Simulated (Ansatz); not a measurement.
`F[SiH2]N([SiH3])[SiH3]` + HI → `F[SiH2]I` + `[SiH3]N[SiH3]` at 400 K and 1 bar (ligand exchange at the Si–N bond).

Program: Ansatz. Geometries: PBE0-D4/def2-TZVP. ΔE: electronic, gas phase. CBS: MP2 limit from def2 TZ/QZ plus the TZ coupled-cluster correction, frozen cores. This one scheme is used for every species. def2 core potentials past Kr. For I outer-core shells are correlated without core-valence functions, which leaves a few kJ/mol of doubt a bond. Each species was taken in one conformer, which may not be the lowest.

```json
{"species": "`F[SiH2]N([SiH3])[SiH3]`", "CCSD(T)/CBS energy (Eh)": "-1026.67748", "H − E (kJ/mol)": "245.2", "S (J/(mol·K))": "439.6"}
{"species": "HI", "CCSD(T)/CBS energy (Eh)": "-298.03592", "H − E (kJ/mol)": "25.7", "S (J/(mol·K))": "215.0"}
{"species": "`F[SiH2]I`", "CCSD(T)/CBS energy (Eh)": "-687.61044", "H − E (kJ/mol)": "74.8", "S (J/(mol·K))": "320.4"}
{"species": "`[SiH3]N[SiH3]`", "CCSD(T)/CBS energy (Eh)": "-637.10515", "H − E (kJ/mol)": "203.4", "S (J/(mol·K))": "366.7"}
```

H − E and S are ideal-gas, rigid-rotor, harmonic terms from PBE0-D4/def2-TZVP, for one conformer and one mirror image of each species. 1 Eh = 2625.50 kJ/mol, R = 8.31446 J/(mol·K).

Task: By hand: ΔE, ΔH, ΔS and ΔG.

Result: ΔE = (-687.61044) + (-637.10515) − (-1026.67748) − (-298.03592) = -0.00219 Eh = -5.7 kJ/mol. Δ(H − E) = 74.8 + 203.4 − 245.2 − 25.7 = 7.3, so ΔH = 1.6 kJ/mol. ΔS = 320.4 + 366.7 − 439.6 − 215.0 = 32.5 J/(mol·K). ΔG = 1.6 − 400 × (32.5)/1000 = -11.4 kJ/mol.

Task: By hand: the equilibrium constant, and the temperature at which ΔG would vanish if ΔH and ΔS stayed fixed.

Result: log₁₀ K = −ΔG/(RT ln 10) = 1.5. ΔG = 0 at ΔH/ΔS = 49 K, though so small a ΔH makes that figure unsure.

TΔS isn't small against ΔH here. A doubt of 5 kJ/mol in ΔE shifts log₁₀ K by 0.7 here. Other conformers and mirror images would add mixing entropy, several J/(mol·K) or more a flexible species. Modes under 60 cm⁻¹, often nearly free rotors, make the harmonic entropy too high. These are equilibria of isolated gas molecules and say nothing of rates. Largest T1 diagnostic: 0.012 (customary marks: 0.02 for closed shells, 0.045 for open ones).
